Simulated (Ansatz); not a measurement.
C2H8AlNSi (`C=C[NH][AlH][SiH3]`), 13 atoms. Total charge 0; spin multiplicity 1. All runs use 4 threads of an AMD EPYC 7B13 on a shared host. Correlated methods freeze the cores.

Task: How many basis functions does each run have, and how long does it take in Ansatz? RHF-MP2/def2-QZVPP energy; RKS ωB97M-V/def2-QZVPP energy; RKS B3LYP-D4/def2-TZVPP energy and forces; RHF-CCSD(T)/def2-SVP energy; RKS PBE0-D4/def2-SVP energy; RKS PBE0-D4/def2-TZVP frequencies; RKS PBE0-D4/def2-QZVPP energy; RKS PBE-QIDH (frozen core)/def2-TZVPP energy; RKS ωB97M-V/def2-SVP energy; RKS PBE0-D4/def2-TZVP relaxation (7 steps); direct RPA on PBE orbitals/def2-TZVPP energy; RKS PBE-D4/def2-TZVPP energy and forces. (An estimate is asked.)

Result: The calculation gave: Other jobs shared the machine, so times are rough.

| level | job | functions | wall time | peak host memory (GiB) |
| --- | --- | --- | --- | --- |
| RKS PBE0-D4/def2-SVP | energy | 118 | 1.2 s | 0.6 |
| RKS PBE-D4/def2-TZVPP | energy and forces | 289 | 2.8 s | 0.41 |
| RKS ωB97M-V/def2-SVP | energy | 118 | 3.5 s | 0.6 |
| RHF-CCSD(T)/def2-SVP | energy | 118 | 5 s | 0.6 |
| RKS B3LYP-D4/def2-TZVPP | energy and forces | 289 | 5.5 s | 0.88 |
| direct RPA on PBE orbitals/def2-TZVPP | energy | 289 | 6 s | 0.79 |
| RKS PBE-QIDH (frozen core)/def2-TZVPP | energy | 289 | 6 s | 0.79 |
| RKS PBE0-D4/def2-QZVPP | energy | 551 | 9.5 s | 2.2 |
| RKS ωB97M-V/def2-QZVPP | energy | 551 | 19 s | 2.7 |
| RHF-MP2/def2-QZVPP | energy | 551 | 24 s | 3.8 |
| RKS PBE0-D4/def2-TZVP | relaxation (7 steps) | 215 | 26 s | 0.62 |
| RKS PBE0-D4/def2-TZVP | frequencies | 215 | 3.1 min | 0.62 |

B3LYP here is the variant with VWN-RPA as its local correlation; programs differ in this.
